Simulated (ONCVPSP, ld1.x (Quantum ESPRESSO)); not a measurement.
## Hardness and transferability of assorted potentials

Generated with ld1.x 7.5 (TM, RRKJ, ultrasoft, PAW), atompaw 4.2 or ONCVPSP 4.0.1. The cutoff is in Ry: for ld1.x and atompaw files where the sum of valence levels is converged to 10 mRy in a Bessel basis, for ONCV files where the hardest occupied wave has 1 mHa per electron of residual kinetic energy. The error is the largest all-electron minus pseudo excitation energy over each file’s own four to seven test configurations (ionisations up to +4, promotions, holes and added fractions of an electron), all of which were solved. The labels leave out finer settings (local radius, basis sizes, second energies), which also bear on the numbers. Spin-polarised tests are not counted. The rows are a selection from randomly drawn settings: files with unsolved tests, undetermined cutoffs or missed reference levels are left out.

A true bound ghost makes a file unfit for plane-wave use even where its test errors are small: the radial tests pick states by their node count and pass the ghost by.

| element | potential | cutoff (Ry) | largest error (meV) | bound ghosts |
| --- | --- | --- | --- | --- |
| Ar | TM, PBE, non-relativistic, rc 1.10/1.45 (sp), local smoothed, core correction no, reference 3s2 3p6 | 60 | +242 | none |
| Zr | RRKJ, PBE, scalar-relativistic, rc 1.75/2.30/1.55 (spd), local s, core correction yes, reference 4s2 4p6 4d2 5s0 5p0 | 45 | +1835 | none |
| Cs | TM, PBEsol, scalar-relativistic, rc 4.20/4.20/4.20 (spd), local d, core correction yes, reference 5d0 6s0 6p1 | 6 | -19 | s |
| Nd | TM semilocal, PBE, scalar-relativistic, rc 2.60/3.25/3.70/2.90 (spdf), local d, core correction yes, reference 5d1 6s1.75 6p0.25 | 12 | -60 | none |
| Lu | ONCV, PBE, scalar-relativistic, rc 2.10/3.42/2.85/0.65 (spdf), local smoothed, core correction no, reference 4f14 5s2 5p6 5d1 6s1.75 6p0.25, qcut 4.5/5.8/6/30.1, projectors 2/2/2/2 | 689 | -148 | s, p, d, f |

(1) Fill in the row for Tc: ONCV, PW91, non-relativistic, rc 1.75/1.70/1.70 (spd), local d, core correction yes, reference 4s2 4p6 4d4, qcut 5.5/8/8.9, projectors 3/2/0.

(2) Fill in the row for Cu: ONCV, PBE, fully relativistic, rc 1.80/0.90/0.90 (spd), local smoothed, core correction no, reference 3p6 3d9 4s2, qcut 4.4/13.2/13.8, projectors 2/2/1.

Answers

(1) cutoff 48 Ry, largest error +3.5 meV, bound ghosts: none.

(2) cutoff 185 Ry, largest error -124 meV, bound ghosts: s.
